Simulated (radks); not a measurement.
The numbers below are computed, except where a source is named.
Question: Ir3+, configuration [Xe] 4f14 5d6. Code: a radial shooting solver on a logarithmic mesh with Libxc functionals. Model: Dirac Kohn-Sham, PBEsol, spin-unpolarised, spherical densities, finite nucleus; open shells fill j = l - 1/2 first; Fermi nuclear charge, rms radius 5.4032 fm. Some entries of the table are withheld. Estimate them.

orbital,occ.,eigenvalue (Ry),r(max) (bohr),<r^2> (bohr^2)
1s1/2,2,-5584.965,0.01082,0.0004199
2s1/2,2,-978.2614,0.06253,0.006365
2p1/2,2,-937.5516,0.04621,0.004518
2p3/2,4,-818.0005,0.05337,0.005711
3s1/2,2,-230.5408,0.1760,0.04142
3p1/2,2,-212.2281,0.1644,0.03785
3p3/2,4,-186.0548,0.1790,0.04433
3d3/2,4,-155.3444,0.1397,0.03414
3d5/2,6,-149.6859,0.1437,0.03591
4s1/2,2,(1),0.3978,0.2026
4p1/2,2,-43.22694,0.3965,0.2074
4p3/2,4,-37.02950,0.4269,0.2413
4d3/2,4,-24.31691,0.4211,0.2580
4d5/2,6,-23.16627,0.4306,0.2703
5s1/2,2,-9.47556,0.8913,1.071
5p1/2,2,-7.03445,0.9461,(2)
4f5/2,6,-6.99192,0.3924,0.3454
4f7/2,8,-6.76242,0.3972,0.3557
5p3/2,4,-6.02229,1.027,(3)
5d3/2,4,(4),1.255,2.679
5d5/2,2,(5),1.291,2.838

Answer: 
(1) 4s1/2 eigenvalue (Ry): -50.96332
(2) 5p1/2 <r^2> (bohr^2): 1.268
(3) 5p3/2 <r^2> (bohr^2): 1.507
(4) 5d3/2 eigenvalue (Ry): -2.75960
(5) 5d5/2 eigenvalue (Ry): -2.65311
